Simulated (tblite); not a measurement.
Species: C₄H₇BBrCl.
Numbering: `[Cl:1][B:2]([Br:3])[CH:4]1[CH2:5][CH2:6][CH2:7]1` (hydrogens: H8 on C4; H9, H10 on C5; H11, H12 on C6; H13, H14 on C7)

Computed with GFN2-xTB (tblite), gas phase: L-BFGS steps from a force-field or distance-geometry start until the largest atomic force falls under 0.01 eV/Å.

Step 28: E = -600.0349 eV
```
atom  x, y, z in Å  |  force x, y, z in eV/Å
Cl1     2.5171    2.1982   -0.7798    0.047   0.032  -0.036
B2      1.6308    0.7439   -0.5652   -0.028  -0.031   0.067
Br3     2.3093   -0.8516   -1.2982   -0.005   0.000  -0.005
C4      0.2566    0.7477    0.2135   -0.005   0.026   0.017
C5     -0.9573    0.3009   -0.6595   -0.025  -0.006   0.011
C6     -0.9721   -1.0513    0.0628   -0.007  -0.022   0.021
C7     -0.0366   -0.4725    1.1311    0.020   0.036   0.007
H8      0.0900    1.7085    0.7081   -0.030  -0.024   0.004
H9     -0.8009    0.2790   -1.7383    0.007  -0.028   0.056
H10    -1.8418    0.8972   -0.4436    0.028   0.004  -0.038
H11    -0.5053   -1.8444   -0.5155    0.020  -0.008  -0.025
H12    -1.9418   -1.3980    0.4123   -0.013   0.021   0.004
H13     0.8179   -1.0857    1.4171   -0.022   0.012  -0.075
H14    -0.5665   -0.1723    2.0330    0.013  -0.012  -0.008
```

Step 29: E = -600.0356 eV
```
atom  x, y, z in Å  |  force x, y, z in eV/Å
Cl1     2.5197    2.1967   -0.7812    0.038   0.030  -0.030
B2      1.6289    0.7451   -0.5633   -0.009  -0.023   0.053
Br3     2.3054   -0.8526   -1.2934   -0.003  -0.002  -0.006
C4      0.2545    0.7503    0.2137    0.002   0.009   0.032
C5     -0.9574    0.3011   -0.6601   -0.029  -0.019   0.008
C6     -0.9717   -1.0521    0.0629   -0.010   0.000   0.012
C7     -0.0344   -0.4719    1.1303   -0.005   0.008   0.004
H8      0.0860    1.7108    0.7078   -0.030  -0.022   0.011
H9     -0.7975    0.2795   -1.7386   -0.004  -0.031   0.063
H10    -1.8430    0.8971   -0.4461    0.035  -0.007  -0.042
H11    -0.5053   -1.8462   -0.5166   -0.009   0.017   0.001
H12    -1.9431   -1.3947    0.4149    0.029   0.016  -0.014
H13     0.8217   -1.0852    1.4128   -0.028   0.023  -0.077
H14    -0.5643   -0.1782    2.0346    0.022   0.003  -0.015
```

Task: Estimate the geometry and energy of step 30. (The exact step hangs on the optimiser's Hessian estimate; all steps are aligned on step 29, rigid shifts and turns removed.)

Result: E = -600.0363 eV, largest force 0.075 eV/Å
```
atom  x, y, z in Å  |  force x, y, z in eV/Å
Cl1     2.5226    2.1959   -0.7836    0.018   0.011  -0.019
B2      1.6271    0.7460   -0.5607    0.020  -0.002   0.029
Br3     2.3015   -0.8530   -1.2904   -0.004  -0.001  -0.003
C4      0.2525    0.7525    0.2147    0.006  -0.010   0.036
C5     -0.9574    0.3008   -0.6601   -0.015  -0.023   0.008
C6     -0.9714   -1.0527    0.0633   -0.009   0.021   0.000
C7     -0.0329   -0.4713    1.1299   -0.029  -0.021  -0.001
H8      0.0817    1.7123    0.7083   -0.029  -0.011   0.021
H9     -0.7936    0.2788   -1.7377   -0.010  -0.034   0.048
H10    -1.8432    0.8973   -0.4495    0.025  -0.011  -0.039
H11    -0.5053   -1.8474   -0.5173   -0.034   0.035   0.023
H12    -1.9442   -1.3914    0.4170    0.054   0.004  -0.024
H13     0.8242   -1.0846    1.4079   -0.018   0.024  -0.069
H14    -0.5624   -0.1836    2.0361    0.026   0.017  -0.010
```

The energy changes by -0.0007 eV. The first-order estimate −F·Δx gives -0.0009 eV and the mean of the old and new forces, exact on a quadratic surface, -0.0007 eV. The step makes an angle of 67° with the force vector and moves no atom by more than 0.006 Å.

What follows is the cost of the whole relaxation. The run took 0.69 s wall on an Arm Neoverse N1 with one thread, shared host.
